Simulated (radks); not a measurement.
The numbers below are computed, except where a source is named.
Task: Valence configurations of neutral thulium (all share [Xe]). Code: a radial shooting solver on a logarithmic mesh with Libxc functionals. Model: scalar-relativistic Kohn-Sham, PBEsol, spin-unpolarised, spherical densities, finite nucleus; Fermi nuclear charge, rms radius 5.2256 fm. Order these by energy: 4f13 5d1 6s1; 4f12 5d1 6s1 6p1; 4f12 6s2 6p1; 4f10.5 5d1.5 6s2 6p1; 4f13 6s2; 4f13 6s1 6p1; 4f12.5 5d0.5 6s2; 4f11.5 5d0.5 6s2 6p1; 4f13 5d0.5 6s1.5.

Result: From the lowest, in eV above it: 4f13 6s2 0.000; 4f13 5d0.5 6s1.5 1.550; 4f12.5 5d0.5 6s2 1.817; 4f13 6s1 6p1 2.877; 4f13 5d1 6s1 3.108; 4f12 6s2 6p1 6.203; 4f12 5d1 6s1 6p1 8.233; 4f11.5 5d0.5 6s2 6p1 11.314; 4f10.5 5d1.5 6s2 6p1 26.075. NIST lists [Xe] 4f13 6s2 as the ground configuration; this level of theory agrees among the configurations tried. The energies are those of spherical spin-averaged densities, not of single terms. No valid solution was reached for [Xe] 4f14 6s1.
